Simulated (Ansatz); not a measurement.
Reaction (formal exchange of groups at a Ga–Si bond): `O[SiH]([SiH3])[GaH2]` + acetylene → `C#[C][GaH2]` + `O[SiH2][SiH3]`

Computed with Ansatz on PBE0-D4/def2-TZVP structures; ΔE is electronic, products minus reactants. CCSD(T)/CBS adds triple-zeta CCSD(T) − MP2 to the extrapolated MP2 energy (def2 sets, frozen cores). This one scheme is used for every species. DFT in def2-TZVPP. For Ga outer-core shells are correlated without core-valence functions, which leaves a few kJ/mol of doubt a bond. Scalar relativity is left out up to krypton. Each species was taken in one conformer, which may not be the lowest.

Q: Is it downhill or uphill in electronic energy at CCSD(T)/CBS, and by how much? (An estimate is asked.)

A: The calculation gave: Downhill: ΔE = -29.5 kJ/mol.

Q: What do these levels give: PBE-D4, r2SCAN-D4, r2SCAN0-D4, ωB97X-V, MP2/def2-TZVPP, CCSD(T)/def2-TZVPP? (An estimate is asked.)

A: Ansatz gave: PBE-D4 -14.3, r2SCAN-D4 -26.1, r2SCAN0-D4 -27.2, ωB97X-V -30.0, MP2/def2-TZVPP -39.9, CCSD(T)/def2-TZVPP -34.1 kJ/mol.

Largest T1 diagnostic among the species: 0.014.

At CCSD(T), def2-SVP lies −5.6 kJ/mol from the extrapolated value and def2-TZVPP −4.6 kJ/mol. The D4 term adds +5.6 kJ/mol with B3LYP and +3.3 kJ/mol with PBE0; it sums over pairs of atoms, weighted by their polarisabilities, and B3LYP, whose exchange is more repulsive, gets the larger term.

B3LYP here is the variant with VWN-RPA as its local correlation; programs differ in this.
